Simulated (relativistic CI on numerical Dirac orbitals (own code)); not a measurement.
**Radial parameters of Pr32+**

Computed by Dirac-Coulomb-Breit CI, separate exchange-only KLI orbitals for each configuration, model QED, unscaled Slater integrals (own radial code, finite nucleus).

Slater integrals F^k, G^k are unscaled and averaged over j, outside the closed core [Ne]; ζ comes from projecting the Hamiltonian with its Breit term on Σ l·s of the shell.

- 3s²3p⁶3d⁹: ζ(3d) = 69069 cm⁻¹; <r>(3d) = 0.2369, <r^2>(3d) = 0.06553 (bohr units).
- 3s²3p⁵3d¹⁰: ζ(3p) = 542590 cm⁻¹; <r>(3p) = 0.2618, <r^2>(3p) = 0.07928 (bohr units).
- 3s²3p⁶3d⁸4s: F^2(3d,3d) = 431360, F^4(3d,3d) = 277630, ζ(3d) = 70450, G^2(3d,4s) = 43632 cm⁻¹; <r>(3d) = 0.235, <r^2>(3d) = 0.0644, <r>(4s) = 0.5309, <r^2>(4s) = 0.3166 (bohr units).

Give the Racah parameters of the d shell in 3s²3p⁶3d⁸4s.

B = F²/49 − 5F⁴/441 = 5656 cm⁻¹ and C = 35F⁴/441 = 22034 cm⁻¹.

Averages of the first 10 configurations, taken without configuration mixing, which lowers the lowest level and can move excited configurations by several eV; other configurations of the list can lie among them:

| Configuration | Parity | States | Average energy above the lowest level (eV) |
| --- | --- | --- | --- |
| 3s²3p⁶3d⁹ | even | 10 | 8.7 |
| 3s²3p⁵3d¹⁰ | odd | 6 | 334.0 |
| 3s3p⁶3d¹⁰ | even | 2 | 566.3 |
| 3s²3p⁶3d⁸4s | even | 90 | 852.8 |
| 3s²3p⁶3d⁸4p | odd | 270 | 937.5 |
| 3s²3p⁶3d⁸4d | even | 450 | 1052.5 |
| 3s²3p⁴3d¹⁰4s | even | 30 | 1496.2 |
| 3s²3p⁵3d⁹4s | odd | 120 | 1171.5 |
| 3s²3p⁶3d⁸4f | odd | 630 | 1161.0 |
| 3s²3p⁴3d¹⁰4p | odd | 90 | 1581.3 |
